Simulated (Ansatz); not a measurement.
Geometry optimisation, RKS BLYP-D4/def2-SVP (Ansatz 0.2.0).

input.yaml

```yaml
crystal:
  periodic: [false, false, false]
  atoms:
    - { symbol: B, position_ang: [-0.24019, 0.98724, -0.47042] }
    - { symbol: C, position_ang: [0.83579, 0.14039, 0.31956] }
    - { symbol: O, position_ang: [0.26248, -1.19083, 0.55442] }
    - { symbol: Al, position_ang: [-1.21407, -0.84882, -0.22749] }
    - { symbol: H, position_ang: [-0.06591, 2.09419, -0.80007] }
    - { symbol: H, position_ang: [1.10644, 0.55087, 1.29843] }
    - { symbol: H, position_ang: [1.02331, -1.75545, 0.84155] }
    - { symbol: H, position_ang: [-2.46374, -1.72654, -0.45698] }
basis:
  gaussian: { orbitals: def2-SVP }
hamiltonian:
  xc: blyp
  dispersion: d4
relax:
  f_tol: 0.02
  max_steps: 50
```

Run as:

```bash
$ ansatz run input.yaml --threads 1 --pin off --max-ram 2048MiB --backend cpu --events-out ev --progress --plain --runs-dir out
```

Question: Where does it end, and by what steps?

Answer: The forces met the threshold. The force dipped under the threshold on the way, but the program's further checks kept it going. After 21 steps the energy has fallen by 1.475 eV; H6 moved furthest, 0.81 Å.

| step | energy less start (eV) | largest force component (eV/Å) | accepted |
| --- | --- | --- | --- |
| 0 | 0.0000 | 4.154 | yes |
| 1 | -0.8428 | 2.554 | yes |
| 2 | -1.2672 | 1.768 | yes |
| 3 | -1.4030 | 0.589 | yes |
| 4 | -1.4118 | 0.880 | yes |
| 5 | -1.4558 | 0.129 | yes |
| 6 | -1.4579 | 0.076 | yes |
| 7 | -1.4590 | 0.106 | yes |
| 8 | -1.4593 | 0.069 | yes |
| 9 | -1.4596 | 0.026 | yes |
| 10 | -1.4598 | 0.011 | yes |
| 11 | -1.4609 | 0.071 | yes |
| 12 | -1.4618 | 0.092 | yes |
| 13 | -1.4638 | 0.168 | yes |
| 14 | -1.4662 | 0.117 | yes |
| 15 | -1.4688 | 0.147 | yes |
| 16 | -1.4708 | 0.210 | yes |
| 17 | -1.4718 | 0.167 | yes |
| 18 | -1.4735 | 0.074 | yes |
| 19 | -1.4743 | 0.036 | yes |
| 20 | -1.4743 | 0.071 | yes |
| 21 | -1.4749 | 0.010 | yes |

```xyz
8
Properties=species:S:1:pos:R:3
B -0.286 1.066 -0.304
C 0.659 0.260 0.456
O 0.050 -1.043 1.032
Al -1.351 -0.662 -0.301
H -0.154 2.149 -0.813
H 1.703 0.322 0.806
H 0.669 -1.799 0.922
H -2.046 -2.043 -0.739
```

Whether the end is a true minimum wasn't checked by a vibrational analysis.

Run time: 59 s on 1 thread of Arm Neoverse V1, with other jobs on the host, peak memory 0.14 GiB.
